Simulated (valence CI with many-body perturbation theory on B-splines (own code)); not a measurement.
Sc VII: calculated level list

Method: valence CI with perturbative core correlation (CI+MBPT): five valence electrons over a frozen Dirac-Fock core [Ne], a basis of 11 s, 11 p, 10 d, 8 f, 5 g, 2 h functions for each j, with the one-electron correlation potential Σ1 (screened to all orders), the two-electron term Σ2, the three-electron term Σ3, Breit, model QED; selected single and double excitations, second order for the rest, scaled by the run's own slope (own B-spline code, finite nucleus).

Against 7 measured levels this calculation errs by 114 cm⁻¹ on average and by 199 at most. These come from a selection out of Sugar and Corliss, J. Phys. Chem. Ref. Data 9, 473 (1980). Levels without a partner in it may be off by more. Among the levels kept, up to 3200 cm⁻¹ of a level comes from second order outside the variational space, and about a tenth of that is noise between levels of different J, which matters for small intervals.

Levels 91 to 135 of 168, with energies above the lowest level, 3s2 3p3 4S°_3/2. "Leading %" is the weight of the configuration and term that name the level; weights of strongly mixed levels are sums over their largest components and can fall short. Lifetimes count E1, E2, E3, M1 and M2 decay at the calculated energies, and are blank where another channel may lead or the interval is too uncertain; long ones can be off by a factor of two.

```
No.  Configuration  Term     J  E (eV)  Leading %  Lifetime      g     Second component
 91      3s 3p3 3d   2G°   7/2  65.636         47    115 ps  0.989   29 % 3s 3p3 3d 2F°
 92      3s 3p3 3d   2F°   5/2  65.834         86    181 ps  0.861   8 % 3s2 3p 3d2 2F°
 93      3s 3p3 3d   2G°   9/2  65.843         74    114 ps  1.112  20 % 3s2 3p 3d2 2G°
 94      3s 3p3 3d   2F°   7/2  66.022         47    139 ps  1.050   28 % 3s 3p3 3d 2G°
 95     3s2 3p2 4s    4P   1/2  67.138         93   65.2 ps  2.644                     
 96     3s2 3p2 4s    4P   3/2  67.386         93   65.9 ps  1.729                     
 97     3s2 3p2 4s    4P   5/2  67.736         93   67.3 ps  1.596                     
 98     3s2 3p2 4s    2P   1/2  68.359         92   21.5 ps  0.693                     
 99     3s2 3p2 4s    2P   3/2  68.767         90   21.7 ps  1.322                     
100      3s 3p3 3d   4D°   3/2  68.786         45   26.8 ps  1.013   30 % 3s 3p3 3d 2D°
101      3s 3p3 3d   4D°   7/2  68.792         91   26.0 ps  1.424                     
102      3s 3p3 3d   4D°   5/2  68.798         80   25.6 ps  1.348    5 % 3s 3p3 3d 2D°
103      3s 3p3 3d   4D°   1/2  68.868         87   24.8 ps  0.026                     
104      3s 3p3 3d   4D°   3/2  68.946         40   26.7 ps  0.988   34 % 3s 3p3 3d 2D°
105      3s 3p3 3d   2D°   5/2  69.101         58   27.0 ps  1.214   10 % 3s 3p3 3d 4D°
106      3s 3p3 3d   2F°   5/2  69.636         59   25.4 ps  0.858  23 % 3s2 3p 3d2 2F°
107      3s 3p3 3d   2P°   1/2  69.711         78   47.6 ps  0.647   9 % 3s2 3p 3d2 2P°
108      3s 3p3 3d   2F°   7/2  69.804         60   23.7 ps  1.143  24 % 3s2 3p 3d2 2F°
109      3s 3p3 3d   2P°   3/2  70.041         80   53.5 ps  1.330  10 % 3s2 3p 3d2 2P°
110     3s2 3p2 4s    2D   5/2  70.474         93   37.9 ps  1.205                     
111     3s2 3p 3d2   4G°   5/2  70.478         87   93.0 ps  0.579    6 % 3s 3p3 3d 4G°
112     3s2 3p2 4s    2D   3/2  70.490         91   36.7 ps  0.816                     
113     3s2 3p 3d2   4G°   7/2  70.596         89   98.0 ps  0.986    6 % 3s 3p3 3d 4G°
114     3s2 3p 3d2   4G°   9/2  70.760         90    103 ps  1.172    5 % 3s 3p3 3d 4G°
115     3s2 3p 3d2   4G°  11/2  70.979         90    105 ps  1.273    5 % 3s 3p3 3d 4G°
116      3s 3p3 3d   2D°   3/2  71.186         54   28.2 ps  0.803  24 % 3s2 3p 3d2 2D°
117      3s 3p3 3d   2D°   5/2  71.356         57   29.5 ps  1.194  23 % 3s2 3p 3d2 2D°
118      3s 3p3 3d   2S°   1/2  71.430         55   21.7 ps  1.983  40 % 3s2 3p 3d2 2S°
119      3s 3p3 3d   2F°   5/2  72.169         83   24.4 ps  0.864   8 % 3s2 3p 3d2 2F°
120      3s 3p3 3d   2F°   7/2  72.179         86   25.0 ps  1.145   7 % 3s2 3p 3d2 2F°
121     3s2 3p 3d2   2P°   3/2  72.463         36   16.3 ps  1.333   31 % 3s 3p3 3d 2P°
122     3s2 3p 3d2   2P°   1/2  72.821         36   16.4 ps  0.677   28 % 3s 3p3 3d 2P°
123     3s2 3p2 4p   2S°   1/2  73.940         88   95.9 ps  1.970                     
124     3s2 3p2 4s    2S   1/2  74.120         92   32.4 ps  2.001                     
125     3s2 3p 3d2   4D°   1/2  74.175         49   29.4 ps  0.031  38 % 3s2 3p2 4p 4D°
126     3s2 3p 3d2   4D°   3/2  74.274         53   28.9 ps  1.201  35 % 3s2 3p2 4p 4D°
127     3s2 3p 3d2   4D°   5/2  74.429         57   28.6 ps  1.370  30 % 3s2 3p2 4p 4D°
128     3s2 3p 3d2   4D°   7/2  74.641         61   28.6 ps  1.425  26 % 3s2 3p2 4p 4D°
129     3s2 3p2 4p   4D°   1/2  75.158         46    146 ps  0.341  30 % 3s2 3p 3d2 4D°
130     3s2 3p2 4p   4D°   3/2  75.218         32   68.0 ps  1.417  25 % 3s2 3p2 4p 4P°
131     3s2 3p2 4p   4P°   1/2  75.332         54   34.8 ps  2.323  25 % 3s2 3p 3d2 4P°
132     3s2 3p2 4p   4D°   5/2  75.412         25   41.4 ps  1.256  18 % 3s2 3p 3d2 2F°
133     3s2 3p2 4p   4P°   3/2  75.436         34   55.4 ps  1.483  24 % 3s2 3p2 4p 4D°
134     3s2 3p 3d2   2F°   5/2  75.441         35   31.4 ps  1.063   19 % 3s 3p3 3d 2F°
135     3s2 3p2 4p   4P°   5/2  75.638         34   55.1 ps  1.465  24 % 3s2 3p2 4p 4D°
```

Names give the largest LS component (configuration and term), which can be under half, so a name can repeat, a term be missing and a line seem to break the LS rules; names also repeat where a configuration has a term twice.

Where two levels of one J and parity lie close, their mixing, g and order are uncertain.
